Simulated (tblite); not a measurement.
Compound: C6H12BNO.
Geometry (GFN2-xTB, Å), atoms numbered from 1 in this order:
```xyz
21
C6H12BNO angstrom
C      3.6261   -1.3929    0.0575
C      3.0390   -0.1215   -0.2214
N      2.5793    0.9059   -0.4496
B      1.5268    2.0514   -0.4395
O      0.5090    1.5590    0.4644
C     -0.4205    0.7000    0.0326
C     -1.2336    0.0318    0.8462
C     -2.3180   -0.8805    0.3658
C     -3.7031   -0.2759    0.6042
H      2.8479   -2.0765    0.3981
H      4.0910   -1.7945   -0.8428
H      4.3797   -1.2897    0.8380
H      2.0899    2.9822    0.0279
H      1.2068    2.1553   -1.5855
H     -0.4908    0.5596   -1.0473
H     -1.1617    0.1851    1.9133
H     -2.2553   -1.8379    0.8930
H     -2.1878   -1.0731   -0.7016
H     -3.7935    0.6693    0.0746
H     -4.4818   -0.9499    0.2526
H     -3.8584   -0.0901    1.6644
```

Computed with GFN2-xTB (tblite): harmonic, unscaled wavenumbers at the GFN2-xTB geometry, gas phase. Errors from tens to a few hundred cm⁻¹ against measured bands are possible. Modes of hydrogen on boron can be 10 to 20 % off. One conformer, not necessarily the lowest. The optimisation stopped once no atom felt more than 0.01 eV/Å.

Lowest wavenumbers of the output (negative numbers stand for imaginary wavenumbers):
```
mode    cm-1
  1     -28.5
  2      21.6
  3      33.0
  4      72.5
  5     107.3
  6     111.2
  7     176.7
  8     202.9
  9     240.1
 10     318.7
 11     343.7
 12     386.0
 13     402.6
 14     428.7
 15     482.0
```

Question: Is this structure a minimum?

Answer: Not by this Hessian. 1 mode is imaginary beyond 20i (28i cm⁻¹), so at this level the point lies at or near a first-order saddle. The curvature is small, so loose convergence or finite differences may be the whole cause.

Question: Which atoms move in the imaginary mode?

Answer: 28i: H10 (methyl hydrogen) 33 %, H11 (methyl hydrogen) 33 %, H12 (methyl hydrogen) 33 %. These are shares of the mass-weighted motion.

Question: What is the remedy?

Answer: Step along that mode in both directions, optimise again with tighter thresholds and repeat the frequencies. The zero-point energy of this point (105.9 kcal/mol) counts the 56 real modes alone, and thermal corrections from it aren't those of a minimum.
